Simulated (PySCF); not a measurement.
Cl2GaHSe.

```xyz
5

Ga     0.0018     0.4295     0.0000
Cl     1.8132     1.5564     0.0000
Cl    -1.8426     1.5082     0.0000
Se     0.0547    -1.8675     0.0000
H     -1.4166    -1.9192     0.0000
```

The structure is a stationary point at PBE0-D3(BJ)/def2-SVP. The structure was generated by enumeration; whether it is a known compound was not checked. One conformer was computed; it need not be the lowest.

All values below come from PBE0/pcSseg-1 (PySCF). Non-relativistic, no solvent.

Computed absolute GIAO shielding of each atom: isotropic value and principal components (ppm):
```json
[
 {"atom": "Ga1", "σ(iso)": "1291.8", "σ11": "1136.2", "σ22": "1238.7", "σ33": "1500.4", "span": "364.2"},
 {"atom": "Cl2", "σ(iso)": "832.7", "σ11": "651.7", "σ22": "844.9", "σ33": "1001.4", "span": "349.6"},
 {"atom": "Cl3", "σ(iso)": "816.5", "σ11": "655.2", "σ22": "788.8", "σ33": "1005.5", "span": "350.3"},
 {"atom": "Se4", "σ(iso)": "2014.5", "σ11": "1786.2", "σ22": "1982.3", "σ33": "2275.0", "span": "488.8"},
 {"atom": "H5", "σ(iso)": "29.7", "σ11": "19.3", "σ22": "26.1", "σ33": "43.8", "span": "24.5"}
]
```
